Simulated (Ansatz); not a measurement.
One change: `COC1CO1` becomes `[GeH3][O]C1CO1`.

Ansatz, PBE0-D4/def2-TZVP geometries, multiplicity 1. Each molecule was computed in one conformer, which needn't be the lowest.

Scalar relativity is left out up to krypton.

| property | `COC1CO1` |
| --- | --- |
| HOMO–LUMO gap (ωB97M-V/def2-TZVPP) / eV | 13.50 |
| LUMO energy (B3LYP/def2-TZVPP) / eV | 1.28 |
| HOMO energy (B3LYP/def2-TZVPP) / eV | -7.73 |
| LUMO energy (ωB97M-V/def2-TZVPP) / eV | 3.10 |
| HOMO energy (PBE0/def2-TZVPP) / eV | -7.98 |
| HOMO–LUMO gap (PBE/def2-TZVPP) / eV | 7.16 |

(1) What does the change do to each property? (Estimate.)

Answers

(1) The calculation gave: 
```json
{"property": "HOMO–LUMO gap (ωB97M-V/def2-TZVPP) / eV", "`[GeH3][O]C1CO1`": "12.07", "shift": "-1.43"}
{"property": "LUMO energy (B3LYP/def2-TZVPP) / eV", "`[GeH3][O]C1CO1`": "-0.10", "shift": "-1.38"}
{"property": "HOMO energy (B3LYP/def2-TZVPP) / eV", "`[GeH3][O]C1CO1`": "-7.57", "shift": "0.16"}
{"property": "LUMO energy (ωB97M-V/def2-TZVPP) / eV", "`[GeH3][O]C1CO1`": "1.93", "shift": "-1.17"}
{"property": "HOMO energy (PBE0/def2-TZVPP) / eV", "`[GeH3][O]C1CO1`": "-7.79", "shift": "0.19"}
{"property": "HOMO–LUMO gap (PBE/def2-TZVPP) / eV", "`[GeH3][O]C1CO1`": "5.59", "shift": "-1.57"}
```

With PBE0 the HOMO rises by 0.19 eV and the LUMO falls by 1.50 eV, so the gap narrows by about 1.69 eV. PBE moves the HOMO by 0.02 eV and ωB97M-V by 0.26 eV.

B3LYP here is the variant with VWN-RPA as its local correlation; programs differ in this.
